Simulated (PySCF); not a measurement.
**WH4: BP86 against PBE0**

Base calculation in PySCF with density fitting and no spin–orbit coupling, BP86/def2-TZVP (scalar-relativistic core potentials): triplet, Td, W–H 1.712 Å (×4); wavenumbers 572 (×3), 667 (×2), 1937 (×3), 1973 cm⁻¹; polar-tensor charge of W 0.99 e, atomisation energy (no zero-point energy) 1243 kJ/mol.

Question: What changes on going to PBE0/def2-TZVP (scalar-relativistic core potentials)?

Answer: The point group stays the same. Changes: mean bond to W -0.008 Å, highest wavenumber +53 cm⁻¹, lowest wavenumber +14 cm⁻¹, polar-tensor charge of W +0.14 e, atomisation energy (no zero-point energy) -78 kJ/mol. The new structure has W–H 1.704 Å (×4), with wavenumbers 586 (×3), 691 (×2), 1983 (×3), 2026 cm⁻¹.

Spin–orbit coupling can matter for WH₄ and is left out. Open d or f shells are single determinants, so the state found may not be the ground state. The structures come from searches over a few start shapes, so lower isomers are not excluded.
